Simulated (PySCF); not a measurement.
Computed with PBE0/[Si def2-SVP, Br def2-SVP], no relativity, density fitting, PySCF. Open shells, if any, are unrestricted.

What shape and geometry does isolated singlet SiBr₄ take (every ligand bound to Si)?

Counting electrons, silicon keeps none of its valence electrons outside its bonds, so the VSEPR class is AX4 and the expected shape is tetrahedral (Td), as computed. The lowest minimum found is a singlet of Td symmetry with Si–Br 2.203 Å (×4); Br–Si–Br 109.5° (×6). Its harmonic wavenumbers are 84 (e), 133 (t2), 251 (a1), 504 (t2) cm⁻¹ and its dipole moment is 0.00 D.
